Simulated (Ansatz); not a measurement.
A structure relaxed at PBE0-D4/def2-TZVP, charge 0, multiplicity 1:

Cartesian coordinates in Å:
```
I -0.2685 2.7294 1.3744
Si 0.0274 0.9875 -0.2966
B -1.0160 -0.5889 -0.3550
C 0.3465 -0.9967 0.0618
H 1.2052 1.3414 -1.1170
H -2.0938 -0.9457 -0.0142
H 0.5398 -1.7090 0.8623
H 1.2594 -0.8180 -0.5158
```

**Question.** Give its formula and SMILES.

**Answer.** CH4BISi, `I[SiH]1BC1`.

**Question.** Summarise the bond lengths by kind.

**Answer.** 1 × I–Si 2.432 Å; 1 × B–Si 1.891 Å; 1 × C–Si 2.041 Å; 1 × H–Si 1.478 Å; 1 × B–C 1.482 Å; 1 × B–H 1.185 Å; 2 × C–H 1.089 to 1.095 Å.

All numbers were calculated with Ansatz.
